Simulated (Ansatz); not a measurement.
A nudged elastic band was laid between two geometries of C2H8BFOSi (14 atoms, charge 0, multiplicity 1).

These are results of RKS B3LYP-D4/6-31G* (Ansatz), not measurements.

```yaml
movable_images: 9
climbing_image: yes
spring: 5.0 eV/Å²
optimiser: quadratic models (default)
start_path: IDPP
force_threshold: 0.05 eV/Å
iteration_limit: 51
end_points: relaxed
```

First end point:

```xyz
14
Properties=species:S:1:pos:R:3
C 0.618 -2.644 0.139
B 0.482 -1.092 -0.032
O -0.595 -0.430 0.482
Si -1.023 1.175 0.539
C -0.057 2.234 -0.649
F -0.746 1.684 2.044
H -0.224 -3.102 0.668
H 0.729 -3.130 -0.840
H 1.543 -2.878 0.687
H 1.320 -0.456 -0.622
H -2.485 1.233 0.314
H -0.213 1.906 -1.683
H -0.378 3.279 -0.574
H 1.017 2.193 -0.443
```

Last end point:

```xyz
14
Properties=species:S:1:pos:R:3
C 0.434 -2.730 -0.044
B -0.444 -1.432 -0.068
O 0.096 -0.223 0.268
Si -0.616 1.277 0.369
C 0.576 2.542 -0.289
F -0.907 1.573 1.926
H 1.478 -2.547 0.230
H 0.008 -3.454 0.665
H 0.406 -3.231 -1.022
H -1.607 -1.470 -0.383
H -1.921 1.253 -0.336
H 0.781 2.362 -1.351
H 0.174 3.556 -0.188
H 1.527 2.495 0.251
```

What changes between the two ends?

No bond is made or broken. The dihedral B2–O3–Si4–C5 goes from 16 to -141°.

Give the energies along the band, and the barrier.

The forces met the threshold. The highest image is number 5 of 0 to 10, 2.7 kJ/mol above the first end and 3.8 kJ/mol above the last; the last end lies 1.1 kJ/mol below the first. A vibrational analysis at the climbing image gives one clearly imaginary mode, 52i cm⁻¹: a first-order saddle point.

| image | path coordinate (Å) | energy (kJ/mol) | dihedral B2–O3–Si4–C5 (°) |
| --- | --- | --- | --- |
| 0 | 0.00 | 0.0 | 16 |
| 1 | 0.60 | 0.2 | 3 |
| 2 | 1.20 | 0.8 | -12 |
| 3 | 1.80 | 1.6 | -28 |
| 4 | 2.40 | 2.4 | -45 |
| 5 | 3.00 | 2.7 | -63 |
| 6 | 3.58 | 2.3 | -80 |
| 7 | 4.16 | 1.3 | -97 |
| 8 | 4.75 | 0.0 | -113 |
| 9 | 5.33 | -0.8 | -128 |
| 10 | 5.92 | -1.1 | -141 |

What is the geometry of the highest image?


```xyz
14
Properties=species:S:1:pos:R:3
C 0.621 -2.631 -0.073
B 0.125 -1.191 -0.442
O -0.473 -0.401 0.492
Si -1.065 1.152 0.412
C 0.308 2.350 0.036
F -1.666 1.457 1.872
H 0.450 -2.894 0.976
H 0.120 -3.376 -0.707
H 1.693 -2.735 -0.293
H 0.266 -0.755 -1.561
H -2.190 1.206 -0.552
H 0.743 2.136 -0.947
H -0.049 3.386 0.032
H 1.105 2.267 0.784
```

The run took 3.3 min on 2 threads of Intel(R) Xeon(R) Platinum 8375C CPU @ 2.90GHz (Ice Lake) (shared host), peak memory 0.28 GiB.
